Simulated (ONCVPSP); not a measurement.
**An all-electron radial function and its pseudo partner (Dy (Z = 66))**

Columns: radius, all-electron u(r) and pseudo u(r) of the 5p shell (level -29.88 eV) of dysprosium in the configuration [Kr] 4d10 4f9 5s2 5p6 5d1 6s1 6p1; PBEsol, scalar-relativistic, ONCV scheme, ONCVPSP 4.0.1.

| r (bohr) | all-electron | pseudo |
| --- | --- | --- |
| 0.150 | 0.2999 | 0.0295 |
| 0.300 | -0.1543 | 0.1134 |
| 0.450 | -0.4805 | 0.2394 |
| 0.600 | -0.2109 | 0.3898 |
| 0.750 | 0.2294 | 0.5450 |
| 0.900 | 0.5939 | 0.6862 |
| 1.050 | 0.8212 | 0.7980 |
| 1.200 | 0.9253 | 0.8696 |
| 1.350 | 0.9401 | 0.8961 |
| 1.500 | 0.8977 | 0.8788 |
| 1.650 | 0.8232 | 0.8248 |
| 1.800 | 0.7339 | 0.7456 |
| 1.950 | 0.6410 | 0.6538 |
| 2.100 | 0.5515 | 0.5605 |
| 2.250 | 0.4690 | 0.4737 |
| 2.400 | 0.3954 | 0.3971 |
| 2.550 | 0.3310 | 0.3314 |
| 2.700 | 0.2756 | 0.2756 |
| 2.850 | 0.2286 | 0.2285 |
| 3.000 | 0.1889 | 0.1889 |
| 3.150 | 0.1557 | 0.1557 |
| 3.300 | 0.1280 | 0.1280 |
| 3.450 | 0.1051 | 0.1050 |
| 3.600 | 0.0861 | 0.0861 |
| 3.750 | 0.0704 | 0.0704 |
| 3.900 | 0.0575 | 0.0575 |

(1) How many radial nodes do the two functions have?

(2) At about which radius was the pseudo-wave matched?

(3) Where does each function peak?

(4) Is the pseudo-wave norm-conserving?

## Answers

(1) The all-electron 5p function has n − l − 1 = 3 (the table is too coarse to show those close to the nucleus); the pseudo-wave has 0, since the states of the same l below it are removed with the core.

(2) 3.00 bohr. The columns agree to 0.0005 from 2.55 bohr on; several derivatives are matched, so the curves merge somewhat inside the radius.

(3) Outermost all-electron maximum near 1.35 bohr, pseudo maximum near 1.35 bohr (to the table’s step).

(4) Yes: the ONCV scheme keeps the norm inside the radius equal to the all-electron one, which fixes the energy derivative of the logarithmic derivative at the level.
